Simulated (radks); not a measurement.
Values are calculated unless marked as measured or tabulated.
Question: Species: Os XVII. Configuration: [Kr] 4d10 4f12 5s2. Level of theory: Dirac Kohn-Sham, LB94 model potential, spin-unpolarised, spherical densities, finite nucleus; open shells fill j = l - 1/2 first; Fermi nuclear charge, rms radius 5.4126 fm (a radial shooting solver on a logarithmic mesh with Libxc functionals). Some entries of the table are withheld. Estimate them.

| orbital | occ. | eigenvalue (hartree) | <1/r> (bohr^-1) |
|---|---|---|---|
| 1s1/2 | 2 | (1) | 90.49 |
| 2s1/2 | 2 | (2) | 22.12 |
| 2p1/2 | 2 | -467.9189 | 22.12 |
| 2p3/2 | 4 | -411.1848 | 18.35 |
| 3s1/2 | 2 | (3) | 8.118 |
| 3p1/2 | 2 | (4) | 8.047 |
| 3p3/2 | 4 | (5) | 7.071 |
| 3d3/2 | 4 | -87.77497 | 6.972 |
| 3d5/2 | 6 | -85.08749 | 6.744 |
| 4s1/2 | 2 | -36.50742 | 3.437 |
| 4p1/2 | 2 | -32.75590 | 3.338 |
| 4p3/2 | 4 | -29.80846 | 2.997 |
| 4d3/2 | 4 | -23.59726 | 2.810 |
| 4d5/2 | 6 | -23.03845 | 2.731 |
| 5s1/2 | 2 | -15.17457 | 1.569 |
| 4f5/2 | 6 | -15.11088 | 2.408 |
| 4f7/2 | 6 | -14.99040 | 2.380 |

Answer: 
(1) 1s1/2 eigenvalue (hartree): -2732.729
(2) 2s1/2 eigenvalue (hartree): -487.5736
(3) 3s1/2 eigenvalue (hartree): -124.1271
(4) 3p1/2 eigenvalue (hartree): -115.2133
(5) 3p3/2 eigenvalue (hartree): -102.8456
